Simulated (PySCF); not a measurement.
**Tl: ionisation energy**

Tl [Xe] 4f14 5d10 6s2 6p1 (2P) → Tl⁺ [Xe] 4f14 5d10 6s2 (1S), as a difference of total energies. Calculation: PySCF 2.14, in aug-cc-pwCVQZ-PP with ECP60MDF; a scalar-relativistic core potential. The calculations carry no spin-orbit coupling.

| method | ionisation energy (eV) | error (eV) |
| --- | --- | --- |
| UHF | 5.017 | -0.447 |
| CAM-B3LYP | 5.536 | +0.072 |
| TPSS | 5.345 | -0.119 |
| B97-3 | 5.252 | -0.212 |

Reference: 5.464 eV (measured; NIST levels, between the centres of gravity of the two terms).
